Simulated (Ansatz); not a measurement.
Basis-set extrapolation for AlF$_{2}$HS, SMILES `[F][Al]([F])[SH]` (PBE0-D4/def2-TZVP geometry, frozen core, Ansatz 0.2.0). Multiplicity 1, RHF reference.

```
                      def2-TZVPP   def2-QZVPP
                 HF  -839.232409  -839.261212
    MP2 correlation    -0.749102    -0.820653
CCSD(T) correlation    -0.792663      not run
```

Energies in hartree. Use E(X) = E(∞) + A·exp(−7.88·√X) for Hartree–Fock and E(X) = E(∞) + B·X^(−2.97) for correlation, with X = 3 and 4, and add CCSD(T) minus MP2 of the smaller set to the MP2 limit.

Q: What is the CCSD(T) energy at the basis-set limit?

A: HF limit: -839.261212 + (-0.028803) × 0.13774 = -839.26518. MP2 limit: -0.820653 + (-0.071551) × 0.74074 = -0.87365. Higher-order term: -0.792663 − (-0.749102) = -0.04356. Total: -840.18239 hartree, 4.28 eV below CCSD(T)/def2-TZVPP.
